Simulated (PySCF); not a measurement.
## Correlation energy of Ga⁺ (gallium, charge +1)

[Ar] 3d10 4s2, closed-shell 1S. Computed with PySCF 2.14 in aug-cc-pVQZ-PP with ECP10MDF (7s6p5d3f2g, 89 functions), with a scalar-relativistic core potential. Frozen: 3s2 3p6 3d10; 2 electrons correlated.

With two correlated electrons CCSD is exact within the correlated space (frozen core and kept virtual orbitals).

```csv
level,correlation energy (mhartree)
CCSD,-37.72
```

Diagnostics: T1 = 0.0075, D1 = 0.0106, largest double amplitude 0.094.

Cost of the coupled-cluster step: of the order of 2.4 core-seconds, for 2 correlated electrons.
